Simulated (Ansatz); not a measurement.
## Stretch profile

BHSF2 (SMILES FB(F)S), closed shell, at its PBE0-D4/def2-TZVP minimum:

F1  (0.434, -1.758, 0.089)
B2  (0.064, -0.500, 0.218)
F3  (-0.413, -0.105, 1.382)
S4  (0.226, 0.610, -1.190)
H5  (-0.261, 1.679, -0.540)
(Å)

The bond length B2–F3 (1.319 Å at the minimum) is set to the values below, with the rest relaxed at PBE0-D4/def2-TZVP at each step. Each method's energies count from its own value at the PBE0-D4 minimum structure. Computed with Ansatz 0.2.0 (basis: def2-TZVPP); correlated methods freeze the cores. B3LYP uses VWN-RPA correlation.

```
bond length (Å)  CCSD(T) (kcal/mol)  PBE0-D4 (kcal/mol)  B3LYP-D4 (kcal/mol)  PBE-D4 (kcal/mol)
          1.082               49.10               47.28                48.03              50.47
          1.137               25.54               24.35                24.99              26.82
          1.219                6.57                6.06                 6.45               7.43
          1.314                0.03                0.01                 0.03               0.08
          1.419                3.74                3.97                 3.52               2.62
          1.533               14.37               14.61                13.60              11.75
          1.653               28.70               28.72                27.11              24.35
          1.780               44.71               44.34                42.11              38.51
          1.913               60.92               60.04                57.25              52.86
```

Minimum and curvature along this coordinate at CCSD(T): A fifth-order fit through the nearest points gives 1.322 Å, with a curvature of about 42 eV/Å².

Largest difference from the CCSD(T) curve over the scan: r2SCAN-D4 3.10; wB97M-V 1.77; HF 9.55; MP2 0.73 kcal/mol. Each curve counts from its own value at the minimum.

No T1 diagnostic of these runs exceeds 0.017.

For scale, one of the runs: CCSD(T)/def2-TZVPP, 149 basis functions (an equivalent command: `ansatz run in.yaml --threads 2`). Hardware: 2 CPU threads, shared host. Wall time 22 s; peak host memory 1 GiB.
